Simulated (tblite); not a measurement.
C₃H₅BCl₂.
Atom-mapped SMILES: `[CH3:1]/[CH:2]=[CH:3]\[B:4]([Cl:5])[Cl:6]` (hydrogens: H7, H8, H9 on C1; H10 on C2; H11 on C3)

Computed with GFN2-xTB (tblite), gas phase: L-BFGS steps from a force-field or distance-geometry start until the largest atomic force falls under 0.01 eV/Å.

Geometry at step 42:
```
atom  x, y, z in Å
C1     -1.4710   -0.4534    0.0671
C2     -0.6147    0.7536   -0.0704
C3      0.7218    0.8031   -0.0896
B4      1.7558   -0.3452   -0.0023
Cl5     3.2500   -0.0924    0.8422
Cl6     1.5031   -1.8911   -0.7441
H7     -2.2539   -0.2943    0.8159
H8     -1.9795   -0.6315   -0.8869
H9     -0.8866   -1.3366    0.3238
H10    -1.1585    1.6893   -0.1277
H11     1.1390    1.8012   -0.1540
```

Q: Give the atomic forces at this geometry.

A: 
```
atom  Fx (eV/Å)  Fy (eV/Å)  Fz (eV/Å)
  C1     -0.065     -0.097     -0.077
  C2     -0.083     -0.023      0.095
  C3      0.023      0.025     -0.012
  B4      0.003     -0.137      0.024
 Cl5     -0.130     -0.010     -0.138
 Cl6      0.050      0.122      0.096
  H7      0.204      0.005     -0.095
  H8      0.076     -0.014      0.128
  H9     -0.124      0.119     -0.037
 H10     -0.066     -0.018     -0.047
 H11      0.112      0.027      0.061
```

The largest, 0.23 eV/Å, acts on H7; the rms over all components is 0.087 eV/Å. The forces sum to zero within rounding, as they must for an isolated molecule in no field.

Q: Give the force on H7 in Eh/bohr and in nN.

A: 0.225 eV/Å ÷ 51.422 = 0.00438 Eh/bohr, and 0.225 eV/Å × 1.602 = 0.36 nN.

Q: How far is this geometry from the end of the optimisation?

A: 0.034 eV above it, and 0.423 Å rms away after alignment. The bonds farthest from their final lengths, with half the difference of the two atoms' forces along the bond (positive lengthens):

| bond | now (Å) | final (Å) | force along bond (eV/Å) |
| --- | --- | --- | --- |
| B4–Cl6 | 1.733 | 1.724 | -0.13 |
| C1–H9 | 1.090 | 1.083 | -0.10 |
| C1–H8 | 1.096 | 1.090 | -0.13 |
| C1–H7 | 1.095 | 1.091 | -0.09 |
| C2=C3 | 1.338 | 1.342 | +0.05 |
| C3–B4 | 1.548 | 1.544 | +0.05 |

The angle farthest from its final value is C3–B4–Cl6, 122.7° against 126.0°.

The cost below is that of the whole relaxation. The run took 0.44 s on Arm Neoverse V1, one thread, no GPU, shared host.
